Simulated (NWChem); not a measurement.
C3H6OSi; SMILES O([SiH3])CC#C

```xyz
11

C      0.3447     3.0738     0.0000
C     -0.0920     1.9454     0.0000
C     -0.6473     0.5941     0.0000
O      0.3683    -0.3721     0.0000
Si     0.0887    -2.0170     0.0000
H      0.7388     4.0734     0.0000
H     -1.3023     0.4855     0.8878
H     -1.3023     0.4855    -0.8878
H      1.4249    -2.6666     0.0000
H     -0.6899    -2.4212     1.2131
H     -0.6899    -2.4212    -1.2131
```
Atoms are numbered in this order, from 1.

All runs: NWChem. Coordinates come from a PBE0/def2-SVP optimisation. B3LYP is NWChem's, with the RPA form of VWN correlation. Total energies of different functionals are on different scales.

```json
[
 {"level": "PBE/def2-TZVP", "energy (Ha)": "-482.2769", "highest occupied level (eV)": "-6.50", "orbital gap (eV)": "5.38", "dipole (D)": "0.97"},
 {"level": "B3LYP/def2-TZVP", "energy (Ha)": "-482.7018", "highest occupied level (eV)": "-7.56", "orbital gap (eV)": "7.14", "dipole (D)": "1.05"},
 {"level": "Hartree-Fock/def2-TZVP", "energy (Ha)": "-480.9339", "highest occupied level (eV)": "-10.58", "orbital gap (eV)": "13.52", "dipole (D)": "1.19"},
 {"level": "PW6B95/def2-TZVP", "energy (Ha)": "-483.1662", "highest occupied level (eV)": "-7.88", "orbital gap (eV)": "7.71", "dipole (D)": "1.05"},
 {"level": "BLYP/def2-TZVP", "energy (Ha)": "-482.6059", "highest occupied level (eV)": "-6.38", "orbital gap (eV)": "5.41", "dipole (D)": "0.99"}
]
```
